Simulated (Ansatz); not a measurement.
Harmonic frequencies (cm⁻¹) at PBE0-D4/def2-TZVP from Ansatz: 120, 124, 175, 518, 523, 562, 572, 724, 833, 835, 848, 1226, 1238, 1449, 1450, 1457, 1461, 1934, 3064, 3066, 3161, 3161, 3169, 3170.

Question: Which molecule is it?
A. `[CH3][SbH][CH3]`
B. `C[CH2][SbH2]`
C. `[SiH3][Sb]([SiH3])[Cl]`
D. `[CH3][SbH][SiH3]`

Answer: A.
